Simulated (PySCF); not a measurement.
## Relaxation of triplet H3CoO

Computed with UPBE0/[Co def2-TZVP, O def2-TZVP, H def2-TZVP], no relativity, density fitting, PySCF. A (50,194) grid was used.

A hand-made see-saw (ligand arrangement 1) start, of Cs symmetry, held to at least that symmetry:

Coordinates in bohr (charge 0 multiplicity 3):
```
Co    0.4613    0.0000   -0.4096
O    -1.9212    0.0000    1.4520
H     0.4613    2.6921   -0.1741
H     0.4613   -2.6921   -0.1741
H     2.5909    0.0000    1.2541
```

Optimiser trace:
```json
{"step": "0", "E − E(last) (kJ/mol)": "48.78", "largest gradient (Eh/bohr)": "0.04515"}
{"step": "1", "E − E(last) (kJ/mol)": "23.07", "largest gradient (Eh/bohr)": "0.02197"}
{"step": "2", "E − E(last) (kJ/mol)": "5.37", "largest gradient (Eh/bohr)": "0.00604"}
{"step": "3", "E − E(last) (kJ/mol)": "2.90", "largest gradient (Eh/bohr)": "0.00699"}
{"step": "4", "E − E(last) (kJ/mol)": "1.61", "largest gradient (Eh/bohr)": "0.00662"}
{"step": "5", "E − E(last) (kJ/mol)": "0.36", "largest gradient (Eh/bohr)": "0.00299"}
{"step": "6", "E − E(last) (kJ/mol)": "0.10", "largest gradient (Eh/bohr)": "0.00155"}
{"step": "7", "E − E(last) (kJ/mol)": "0.05", "largest gradient (Eh/bohr)": "0.00109"}
{"step": "8", "E − E(last) (kJ/mol)": "0.02", "largest gradient (Eh/bohr)": "0.00062"}
{"step": "9", "E − E(last) (kJ/mol)": "0.00", "largest gradient (Eh/bohr)": "0.00038"}
{"step": "10", "E − E(last) (kJ/mol)": "0.00", "largest gradient (Eh/bohr)": "0.00024"}
```

It ends at Cs with Co–H 1.424 Å, Co–H 1.530 Å (×2), Co–O 1.550 Å; H–Co–H 83.4° (×2), H–Co–H 158.2°, H–Co–O 94.2°, H–Co–O 99.1° (×2) (after a last refinement on a finer grid). A frequency run shows 2 imaginary modes, down to 918i cm⁻¹, so it is a higher-order saddle point. Other isomers or separated fragments may lie lower.

Final geometry:
Coordinates in bohr (charge 0 multiplicity 3):
```
Co    0.3800    0.0000   -0.4511
O    -1.6713    0.0000    1.6406
H     0.9155    2.8389   -0.5670
H     0.9155   -2.8389   -0.5670
H     2.4332    0.0000    1.2881
```

Other spin states or occupations of the open shell can lie lower.
